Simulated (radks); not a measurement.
Values are calculated unless marked as measured or tabulated.
Lu, 71 electrons, occupied as [Xe] 4f14 5d1 6s2.

Code: a radial shooting solver on a logarithmic mesh with Libxc functionals. Model: Dirac Kohn-Sham, Slater X-alpha with alpha = 1.01, spin-unpolarised, spherical densities, finite nucleus; open shells fill j = l - 1/2 first; Fermi nuclear charge, rms radius 5.37 fm.

Energy parts (hartree):
| part | energy |
|---|---|
| total | -14711.1215 |
| kinetic | 16395.3598 |
| electron-nucleus | -36488.3411 |
| Hartree | 5819.7313 |
| exchange | -437.8714 |

Orbitals (lengths in bohr, moments of r in powers of bohr; r(90%) holds 90 % of the orbital's charge):
[
 {"orbital": "1s1/2", "occ.": "2", "eigenvalue (hartree)": "-2331.790", "r(90%)": "0.0351", "<1/r>": "82.28"},
 {"orbital": "2s1/2", "occ.": "2", "eigenvalue (hartree)": "-398.6574", "r(90%)": "0.126", "<1/r>": "19.95"},
 {"orbital": "2p1/2", "occ.": "2", "eigenvalue (hartree)": "-381.3442", "r(90%)": "0.111", "<1/r>": "19.94"},
 {"orbital": "2p3/2", "occ.": "4", "eigenvalue (hartree)": "-339.7687", "r(90%)": "0.121", "<1/r>": "17.02"},
 {"orbital": "3s1/2", "occ.": "2", "eigenvalue (hartree)": "-90.82470", "r(90%)": "0.310", "<1/r>": "7.333"},
 {"orbital": "3p1/2", "occ.": "2", "eigenvalue (hartree)": "-83.01806", "r(90%)": "0.302", "<1/r>": "7.258"},
 {"orbital": "3p3/2", "occ.": "4", "eigenvalue (hartree)": "-74.10109", "r(90%)": "0.322", "<1/r>": "6.504"},
 {"orbital": "3d3/2", "occ.": "4", "eigenvalue (hartree)": "-60.68034", "r(90%)": "0.293", "<1/r>": "6.401"},
 {"orbital": "3d5/2", "occ.": "6", "eigenvalue (hartree)": "-58.71793", "r(90%)": "0.299", "<1/r>": "6.219"},
 {"orbital": "4s1/2", "occ.": "2", "eigenvalue (hartree)": "-18.29248", "r(90%)": "0.683", "<1/r>": "3.075"},
 {"orbital": "4p1/2", "occ.": "2", "eigenvalue (hartree)": "-15.07031", "r(90%)": "0.700", "<1/r>": "2.969"},
 {"orbital": "4p3/2", "occ.": "4", "eigenvalue (hartree)": "-13.03318", "r(90%)": "0.747", "<1/r>": "2.706"},
 {"orbital": "4d3/2", "occ.": "4", "eigenvalue (hartree)": "-7.67793", "r(90%)": "0.803", "<1/r>": "2.491"},
 {"orbital": "4d5/2", "occ.": "6", "eigenvalue (hartree)": "-7.30171", "r(90%)": "0.820", "<1/r>": "2.426"},
 {"orbital": "4f5/2", "occ.": "6", "eigenvalue (hartree)": "-0.66994", "r(90%)": "1.15", "<1/r>": "1.911"},
 {"orbital": "4f7/2", "occ.": "8", "eigenvalue (hartree)": "-0.60858", "r(90%)": "1.17", "<1/r>": "1.881"},
 {"orbital": "5s1/2", "occ.": "2", "eigenvalue (hartree)": "-2.41332", "r(90%)": "1.66", "<1/r>": "1.163"},
 {"orbital": "5p1/2", "occ.": "2", "eigenvalue (hartree)": "-1.50045", "r(90%)": "1.89", "<1/r>": "1.031"},
 {"orbital": "5p3/2", "occ.": "4", "eigenvalue (hartree)": "-1.23067", "r(90%)": "2.05", "<1/r>": "0.9374"},
 {"orbital": "5d3/2", "occ.": "1", "eigenvalue (hartree)": "-0.13858", "r(90%)": "3.91", "<1/r>": "0.5592"},
 {"orbital": "5d5/2", "occ.": "0", "eigenvalue (hartree)": "-0.12217", "r(90%)": "4.10", "<1/r>": "0.5349"},
 {"orbital": "6s1/2", "occ.": "2", "eigenvalue (hartree)": "-0.20687", "r(90%)": "5.04", "<1/r>": "0.3696"}
]

The highest occupied level is 5d3/2 at -3.771 eV. The density falls to 0.001 e/bohr^3 at r = 4.84 bohr. For comparison, the ionisation energy in NIST's Atomic Spectra Database is 5.426 eV (measured). In exact Kohn-Sham theory the highest level is minus the ionisation energy, but local and semilocal functionals leave it too shallow, through self-interaction and a potential that decays too fast; potentials with the right tail come closer. The electron density at the nucleus is 1.114e+06 e/bohr^3. Summed over all electrons, <r^2> = 64.22 bohr^2, which gives a Langevin (diamagnetic) susceptibility term of -50.9 x 10^-6 cm^3/mol.

Beside tabulated values, note that spin-unpolarised runs miss the spin-polarisation part of the exchange energy of open shells.
